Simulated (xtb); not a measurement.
CHCl, singlet, from a rough starting geometry; GFN2-xTB (xtb).

Input for xtb:
```
$ xtb mol.xyz --gfn 2 --opt vtight --json

# file mol.xyz
3

C     -0.23558374     0.55771563     0.07324596
Cl     1.20779681    -0.13254317     0.00782805
H     -0.94363184    -0.26163184    -0.04755531
```

It wrote (shortened):

```
   ID    Z sym.   atoms
    1    6 C      1
    2   17 Cl     2
    3    1 H      3

           -------------------------------------------------
          |                Calculation Setup                |
           -------------------------------------------------

           -------------------------------------------------
          |                 G F N 2 - x T B                 |
           -------------------------------------------------

          ...................................................
          :                      SETUP                      :
          :.................................................:
          :  # basis functions                  15          :
          :  # atomic orbitals                  14          :
          :  # shells                            6          :
          :  # electrons                        12          :
          :  max. iterations                   250          :
          :  Hamiltonian                  GFN2-xTB          :
          :  restarted?                      false          :
          :  GBSA solvation                  false          :
          :  PC potential                    false          :
          :  electronic temp.          300.0000000     K    :
          :  accuracy                    1.0000000          :
          :  -> integral cutoff          0.2500000E+02      :
          :  -> integral neglect         0.1000000E-07      :
          :  -> SCF convergence          0.1000000E-05 Eh   :
          :  -> wf. convergence          0.1000000E-03 e    :
          :  Broyden damping             0.4000000          :
          :  net charge                          0          :
          :  unpaired electrons                  0          :
          ...................................................

 iter      E             dE          RMSdq      gap      omega  full diag
   1     -7.0854121 -0.708541E+01  0.935E+00    1.42       0.0  T
   2     -7.0867168 -0.130465E-02  0.567E+00    1.37       1.0  T
   3     -7.0864024  0.314339E-03  0.811E-01    1.25       1.0  T
   4     -7.0876620 -0.125955E-02  0.405E-01    1.30       1.0  T
   5     -7.0873333  0.328665E-03  0.451E-01    1.35       1.0  T
   6     -7.0875539 -0.220539E-03  0.251E-01    1.31       1.0  T
   7     -7.0876869 -0.133019E-03  0.721E-02    1.32       1.0  T
   8     -7.0876983 -0.113779E-04  0.189E-02    1.33       3.1  T
   9     -7.0876985 -0.249821E-06  0.101E-02    1.33       5.7  T
[...]
         :: total energy              -7.055884533619 Eh    ::
 * total energy  :    -7.0558845 Eh     change       -0.3323475E-10 Eh
 * total energy  :    -7.0574279 Eh     change       -0.1543382E-02 Eh
 * total energy  :    -7.0576048 Eh     change       -0.1769217E-03 Eh
 * total energy  :    -7.0576402 Eh     change       -0.3537955E-04 Eh
 * total energy  :    -7.0576503 Eh     change       -0.1010046E-04 Eh
 * total energy  :    -7.0576508 Eh     change       -0.4441152E-06 Eh
 * total energy  :    -7.0576508 Eh     change       -0.6000316E-07 Eh
   *** GEOMETRY OPTIMIZATION CONVERGED AFTER 7 ITERATIONS ***
         :: total energy              -7.057650821479 Eh    ::
[...]

 Mol. C6AA /au·bohr⁶  :        295.538148
 Mol. C8AA /au·bohr⁸  :      10075.236903
 Mol. α(0) /au        :         26.855076

Wiberg/Mayer (AO) data.
largest (>0.10) Wiberg bond orders for each atom

 ---------------------------------------------------------------------------
     #   Z sym  total        # sym  WBO       # sym  WBO       # sym  WBO
 ---------------------------------------------------------------------------
     1   6 C    2.540 --     2 Cl   1.556     3 H    0.983
     2  17 Cl   1.569 --     1 C    1.556
     3   1 H    0.996 --     1 C    0.983
 ---------------------------------------------------------------------------

Topologies differ in total number of bonds
Writing topology from bond orders to xtbtopo.mol

molecular dipole:
                 x           y           z       tot (Debye)
 q only:       -0.004      -0.135      -0.018
   full:        0.212      -0.635      -0.080       1.715
molecular quadrupole (traceless):
                xx          xy          yy          xz          yz          zz
 q only:        0.416       0.125      -0.270       0.026      -0.016      -0.146
  q+dip:        1.178       1.139      -1.177       0.173      -0.144      -0.001
   full:        1.054       0.793      -2.234       0.104      -0.451       1.181

           -------------------------------------------------
          |                Geometry Summary                 |
           -------------------------------------------------

      molecular mass/u    :       48.4716142
   center of mass at/Å    :        0.8395568       0.0377682       0.0237532
  moments of inertia/u·Å² :        0.9906882E+00   0.2665032E+02   0.2764101E+02
rotational constants/cm⁻¹ :        0.1701608E+02   0.6325490E+00   0.6098777E+00

 * 1 selected distances

     #   Z          #   Z                                           value/Å
     1   6 C        2  17 Cl                                      1.6388459 (max)

 * 1 distinct bonds (by element types)

   Z      Z             #   av. dist./Å        max./Å        min./Å
   6 C   17 Cl          1     1.6388459     1.6388459     1.6388459

optimized geometry written to: xtbopt.xyz

           -------------------------------------------------
          | TOTAL ENERGY               -7.057650821479 Eh   |
          | GRADIENT NORM               0.000026482741 Eh/α |
          | HOMO-LUMO GAP               1.274411014820 eV   |
           -------------------------------------------------

normal termination of xtb
```
